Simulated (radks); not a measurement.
Effect of the nuclear size on the tantalum ion Ta27+, [Kr] 4d10. Method: Dirac Kohn-Sham, PBE, spin-unpolarised, spherical densities, finite nucleus; Fermi nuclear charge, rms radius 5.3507 fm; computed with a radial shooting solver on a logarithmic mesh with Libxc functionals. The rms radius is varied about that value; shifts are against it.

| rms radius (fm) | total energy shift (eV) | density at nucleus (e/bohr^3) | 1s1/2 shift (meV) | 2s1/2 shift (meV) | 4s1/2 shift (meV) | 4p1/2 shift (meV) | 4d5/2 shift (meV) | 5s1/2 (empty) shift (meV) | 5p1/2 (empty) shift (meV) |
|---|---|---|---|---|---|---|---|---|---|
| 4.7942 | -10.5 | 1.362e+06 | -4280 | -597 | -37.3 | -0.228 | 1.62 | -13.4 | -0.166 |
| 4.9708 | -7.28 | 1.345e+06 | -2950 | -412 | -25.8 | -0.158 | 1.12 | -9.24 | -0.115 |
| 5.3507 | 0 | 1.312e+06 | 0.000 | 0.000 | 0.000 | 0.000 | 0.000 | 0.000 | 0.000 |
| 5.5968 | 4.90 | 1.293e+06 | 1990 | 278 | 17.4 | 0.107 | -0.753 | 6.23 | 0.078 |
| 6.2657 | 19.0 | 1.244e+06 | 7700 | 1070 | 67.1 | 0.420 | -2.91 | 24.1 | 0.302 |

Slopes of the eigenvalues against <r^2> in GHz/fm^2, as finite differences over the two radii next to the reference (eigenvalue slopes, not the field-shift constants of lines): 1s1/2 181000, 2s1/2 25200, 4s1/2 1580, 4p1/2 9.69, 4d5/2 -68.4, 5s1/2 (empty) 566, 5p1/2 (empty) 7.03.
